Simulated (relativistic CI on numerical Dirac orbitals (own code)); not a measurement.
d5 in a ligand field

Computed with a parametric ligand-field model of a d^n configuration (Racah B and C, spin-orbit zeta, crystal field), exact diagonalisation.

Field parameters in Wybourne normalisation: Oh B⁴₀ = 21Dq, B⁴₄ = √(5/14) B⁴₀; Td as Oh with Dq negative (B⁴₀ = 21Dq, B⁴₄ = √(5/14) B⁴₀). The field is a parameter set, without covalency.

(1) A d5 ion in Oh symmetry has the ground term 2T2 and bands at 6A1 10478 cm⁻¹ (954 nm), 4T1 11699 cm⁻¹ (855 nm), 4T2 17985 cm⁻¹ (556 nm), 2A2 24385 cm⁻¹ (410 nm), 2T1 24686 cm⁻¹ (405 nm), 2T2 26837 cm⁻¹ (373 nm), 2E 28829 cm⁻¹ (347 nm). Which parameters reproduce them?

(2) Ground term and bands for B = 560, C = 2560, ζ = 0 cm⁻¹, Oh, 10Dq = 9150 cm⁻¹?

(3) Ground term and bands for B = 850, C = 3520, ζ = 0 cm⁻¹, Td, 10Dq = -2800 cm⁻¹?

(4) Ground term and bands for B = 810, C = 4120, ζ = 0 cm⁻¹, Oh, 10Dq = 6950 cm⁻¹?

(5) Ground term and bands for B = 740, C = 3440, ζ = 0 cm⁻¹, Oh, 10Dq = 33150 cm⁻¹?

## Answers

(1) B = 860, C = 3640, ζ = 0 cm⁻¹, Oh, 10Dq = 28700 cm⁻¹.

(2) Ground term 6A1 with 2.00 electrons in the two orbitals of the cubic e set. Spin-allowed: none. Lowest spin-forbidden: 4T1 11216 cm⁻¹ (892 nm), 2T2 13275 cm⁻¹ (753 nm), 4T2 14600 cm⁻¹ (685 nm). A high-spin d5 ion has no spin-allowed d-d band, hence its pale colour.

(3) Ground term 6A1 with 2.00 electrons in the two orbitals of the cubic e set. Spin-allowed: none. Lowest spin-forbidden: 4T1 24911 cm⁻¹ (401 nm), 4T2 25899 cm⁻¹ (386 nm), 4A1+E 26100 cm⁻¹ (383 nm). A high-spin d5 ion has no spin-allowed d-d band, hence its pale colour.

(4) Ground term 6A1 with 2.00 electrons in the two orbitals of the cubic e set. Spin-allowed: none. Lowest spin-forbidden: 4T1 24431 cm⁻¹ (409 nm), 4T2 27353 cm⁻¹ (366 nm), 4A1+E 28700 cm⁻¹ (348 nm). A high-spin d5 ion has no spin-allowed d-d band, hence its pale colour.

(5) Ground term 2T2 with 0.04 electrons in the two orbitals of the cubic e set. Spin-allowed: 2A2 28959 cm⁻¹ (345 nm), 2T1 29210 cm⁻¹ (342 nm), 2T2 31232 cm⁻¹ (320 nm), 2E 33033 cm⁻¹ (303 nm). Lowest spin-forbidden: 4T1 17110 cm⁻¹ (584 nm), 6A1 22602 cm⁻¹ (442 nm), 4T2 22653 cm⁻¹ (441 nm).
